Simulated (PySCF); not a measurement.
C4H9O, doublet, geometry from GFN2-xTB (in this run its highest filled SCF level lies above zero, so its values depend strongly on the basis, on diffuse functions most of all); REVPBE/STO-3G run with PySCF.

The PySCF input:
```python
from pyscf import gto, scf, dft

mol = gto.M(
    atom='''
C     2.392879   -0.228253   -0.041825
C     0.944725   -0.381087   -0.485181
C     0.021799    0.621782    0.242437
C    -1.393101    0.508017   -0.170865
O    -2.159037   -0.412590    0.509260
H     3.028258   -0.941996   -0.561870
H     2.754769    0.774851   -0.257881
H     2.484608   -0.402461    1.027925
H     0.597185   -1.393348   -0.272421
H     0.869673   -0.217469   -1.562470
H     0.084925    0.437105    1.315923
H     0.380654    1.633396    0.035352
H    -1.695348    0.766333   -1.174244
H    -3.030239   -0.478441    0.108215
''',
    basis='sto-3g',
    charge=0,
    spin=1,
    verbose=4,
)

mf = dft.UKS(mol)
mf.xc = 'revpbe'
mf.grids.atom_grid = (99, 590)
mf.grids.prune = None
mf.kernel()
```

Output, abridged:

```
PySCF version 2.14.0

[INPUT] verbose = 4
[INPUT] num. atoms = 14
[INPUT] num. electrons = 41
[INPUT] charge = 0
[INPUT] spin (= nelec alpha-beta = 2S) = 1
[INPUT] symmetry False subgroup None
[INPUT] Mole.unit = angstrom
[INPUT] Symbol           X                Y                Z      unit          X                Y                Z       unit  Magmom
[INPUT]  1 C      2.392879000000  -0.228253000000  -0.041825000000 AA    4.521885959223  -0.431335657110  -0.079037795160 Bohr   0.0
[INPUT]  2 C      0.944725000000  -0.381087000000  -0.485181000000 AA    1.785271513030  -0.720150059632  -0.916859210843 Bohr   0.0
[INPUT]  3 C      0.021799000000   0.621782000000   0.242437000000 AA    0.041194139789   1.174997689184   0.458139532461 Bohr   0.0
[INPUT]  4 C     -1.393101000000   0.508017000000  -0.170865000000 AA   -2.632579353858   0.960012996623  -0.322888054274 Bohr   0.0
[INPUT]  5 O     -2.159037000000  -0.412590000000   0.509260000000 AA   -4.079988622803  -0.779682101734   0.962361926196 Bohr   0.0
[INPUT]  6 H      3.028258000000  -0.941996000000  -0.561870000000 AA    5.722578254523  -1.780114450436  -1.061780417609 Bohr   0.0
[INPUT]  7 H      2.754769000000   0.774851000000  -0.257881000000 AA    5.205758946442   1.464256177345  -0.487324462729 Bohr   0.0
[INPUT]  8 H      2.484608000000  -0.402461000000   1.027925000000 AA    4.695228646903  -0.760541065819   1.942496726594 Bohr   0.0
[INPUT]  9 H      0.597185000000  -1.393348000000  -0.272421000000 AA    1.128516095698  -2.633046116210  -0.514801080580 Bohr   0.0
[INPUT] 10 H      0.869673000000  -0.217469000000  -1.562470000000 AA    1.643443787929  -0.410956850583  -2.952640377849 Bohr   0.0
[INPUT] 11 H      0.084925000000   0.437105000000   1.315923000000 AA    0.160484991129   0.826008737678   2.486734071016 Bohr   0.0
[INPUT] 12 H      0.380654000000   1.633396000000   0.035352000000 AA    0.719331808220   3.086671092960   0.066805597956 Bohr   0.0
[INPUT] 13 H     -1.695348000000   0.766333000000  -1.174244000000 AA   -3.203743405829   1.448159490216  -2.218999563414 Bohr   0.0
[INPUT] 14 H     -3.030239000000  -0.478441000000   0.108215000000 AA   -5.726321801976  -0.904122456763   0.204496712570 Bohr   0.0

nuclear repulsion = 177.870335988023
number of shells = 24
number of NR pGTOs = 102
number of NR cGTOs = 34
basis = sto-3g
ecp = {}

******** <class 'pyscf.dft.uks.UKS'> ********
method = UKS
initial guess = minao
damping factor = 0
level_shift factor = 0
DIIS = <class 'pyscf.scf.diis.CDIIS'>
diis_start_cycle = 1
diis_space = 8
diis_damp = 0
SCF conv_tol = 1e-09
SCF conv_tol_grad = None
SCF max_cycles = 50
direct_scf = True
direct_scf_tol = 1e-13
number electrons alpha = 21  beta = 20
XC library pyscf.dft.libxc version 7.1.2
    S. Lehtola, C. Steigemann, M. J. T. Oliveira, and M. A. L. Marques,  SoftwareX 7, 1–5 (2018)
XC functionals = revpbe
    Y. Zhang and W. Yang,  Phys. Rev. Lett. 80, 890 (1998)
    J. P. Perdew, K. Burke, and M. Ernzerhof,  Phys. Rev. Lett. 77, 3865 (1996)
    J. P. Perdew, K. Burke, and M. Ernzerhof,  Phys. Rev. Lett. 78, 1396 (1997)
radial grids:
    Treutler-Ahlrichs [JCP 102, 346 (1995); DOI:10.1063/1.469408] (M4) radial grids

becke partition: Becke, JCP 88, 2547 (1988); DOI:10.1063/1.454033
pruning grids: None
grids dens level: 3
symmetrized grids: False
atomic radii adjust function: <function treutler_atomic_radii_adjust>
User specified grid scheme (99, 590)
small_rho_cutoff = 0
Set gradient conv threshold to 3.16228e-05
tot grids = 817744
init E= -230.318482991201

cycle= 1 E= -229.943853008343  delta_E= 0.375  |g|= 0.293  |ddm|=  3.2
cycle= 2 E= -229.852990279288  delta_E= 0.0909  |g|= 0.493  |ddm|= 1.01
cycle= 3 E= -229.99836542928  delta_E= -0.145  |g|= 0.0823  |ddm|= 0.677
cycle= 4 E= -230.003006699614  delta_E= -0.00464  |g|= 0.00871  |ddm|= 0.124
cycle= 5 E= -230.003053122834  delta_E= -4.64e-05  |g|= 0.00367  |ddm|= 0.0175
cycle= 6 E= -230.003061931646  delta_E= -8.81e-06  |g|= 0.000866  |ddm|= 0.00621
cycle= 7 E= -230.003062536374  delta_E= -6.05e-07  |g|= 0.000206  |ddm|= 0.00184
cycle= 8 E= -230.003062576238  delta_E= -3.99e-08  |g|= 6.86e-05  |ddm|= 0.000498
cycle= 9 E= -230.003062579244  delta_E= -3.01e-09  |g|= 2.24e-05  |ddm|= 0.000124
cycle= 10 E= -230.003062579597  delta_E= -3.54e-10  |g|= 4.11e-06  |ddm|= 3.79e-05
Extra cycle  E= -230.003062579609  delta_E= -1.15e-11  |g|= 3.5e-06  |ddm|= 1.21e-05
converged SCF energy = -230.003062579609  <S^2> = 0.75171675  2S+1 = 2.001716
```
